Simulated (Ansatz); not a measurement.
Species: sum formula ZrH3I, charge 0, multiplicity 1. SMILES: [ZrH3][I]
Coordinates optimised at B3LYP-D3(BJ)/def2-TZVP (Ansatz, a first-principles code):
```
Zr
H 1 1.8422
H 1 1.8422 2 109.59
H 1 1.8422 2 109.59 3 120.29
I 1 2.7037 2 109.35 3 -119.85
```

Wanted: vertical triplet-singlet gap (E(triplet) - E(singlet); each state is the SCF solution reached for its spin; the molecule has degenerate orbitals, so one determinant may break the symmetry; for the triplet the Hartree-Fock reference is unstable and T1 is 0.030), in kcal/mol. Correlated levels leave the core frozen unless marked. Open shells are spin-unrestricted. Spin-orbit coupling is left out. Frozen are the shells of the preceding noble gas and the d and f shells that filled before the atom's block. Past Kr the def2 sets carry scalar-relativistic core potentials. Basis-set limits of correlation are two-point, X^-3; Hartree-Fock from the larger set.

| level | program | vertical triplet-singlet gap (kcal/mol) |
|---|---|---|
| HF/def2-QZVPPD | Ansatz | 77.8 |
| RI-HF/def2-TZVPPD | Ansatz | 77.2 |
| r2SCAN/def2-TZVPD | Ansatz | 81.9 |
| B2PLYP/def2-TZVPD | Ansatz | 88.8 |
| RI-MP2/def2-QZVPPD | Ansatz | 91.4 |
| RI-MP2/CBS(def2-TZVPPD,def2-QZVPPD) | Ansatz | 91.5 |
